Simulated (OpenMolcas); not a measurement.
## Levels of Co2+ by method

```yaml
Program: OpenMolcas
Basis: ANO-RCC-VTZP [6s5p3d2f1g]
Scalar_Hamiltonian: DKH2, point nucleus
Active_space: 7 electrons in 5 orbitals (3d)
State_averaging: 2S+1 = 4 even, 10 roots; 2S+1 = 2 even, 40 roots (35 in the spin-orbit step)
Spin-orbit_coupling: state interaction with AMFI integrals over the reference wave functions, term energies averaged over their components
```

Methods on the same reference wave functions:
A. CASSCF
B. SS-CASPT2, IPEA 0.25 Eh, imaginary shift 0.1 Eh (closed shells correlated: 3s 3p)

Energies in cm-1 above 3d7 4F 9/2, the measured ground level; measured values from Sugar and Corliss, J. Phys. Chem. Ref. Data 10, 1097 (1981).

```tsv
Level	A	B	Measured
3d7 4F 9/2	0.0	0.0	0.0
3d7 4F 7/2	853	857	841
3d7 4F 5/2	1483	1484	1451
3d7 4F 3/2	1916	1912	1867
3d7 2G 9/2	19015	16370	16978
3d7 4P 5/2	19088	15540	15202
3d7 4P 3/2	19371	15830	15428
3d7 4P 1/2	19765	16220	15811
3d7 2G 7/2	19825	17190	17766
3d7 2P 3/2	25150	21390	20195
3d7 2H 11/2	25283	22100	22720
3d7 2P 1/2	25996	22390	
3d7 2H 9/2	25998	22820	23434
3d7 2D 5/2	27377	22780	23059
3d7 2D 3/2	28641	24200	24237
3d7 2F 5/2	43796	36880	37021
3d7 2F 7/2	44124	37200	37316
```

Deviations, from unrounded energies. A percentage is the sum of absolute deviations over the sum of measured energies, with the sign that they share, or ± where signs differ.

```csv
Against measurement,Levels,A,B
mean absolute deviation (cm-1),15,3200,360
fine structure of the ground term (%),3,+2.2,+2.2
other terms of the ground configuration (%),12,+17.9,±2.0
```

B lies closest to measurement on these levels. The largest miss of B in the table is 3d7 2P 3/2, by +1200 cm-1. The ranking rests on the paired levels alone, and a cruder setting can come out closer through cancelling errors.

From A to B the spin-free energies of the other terms of 3d7 shown, above 4F, scale by factors of 0.81 to 0.87, as is usual when dynamic correlation screens the repulsion within a d or f shell.

The lowest spin-free term lies below A's lowest term by 0.495 hartree in B.

Term energies are means over components that CASPT2 splits; among the terms shown or strongly mixed into the levels shown the widest spread is 1100 cm-1 (3d7 2H, B). Some high roots are left out of the spin-orbit mixing, which shifts the levels that they would mix with. Without dynamic correlation excited terms often stand tens of per cent too high (terms of higher spin than the ground term too low), and those without a measured partner can miss by more than the paired ones (holds for A). Some levels mix across a computed gap that differs much from the measured one, so their mixing is not that of the real levels (holds for B). The CASPT2 spread within a term exceeds the gap to the next term for 3d7 2P and 3d7 2H, 3d7 2H and 3d7 2D, so the order of their levels is uncertain (holds for B). Measured partners are found by configuration, term and J. A level has none where our copy of the source lacks it or the pairing is in doubt (some pairs that miss far off the trend of their configuration count as doubtful), and it then counts in no deviation. Only configurations of the active space appear.
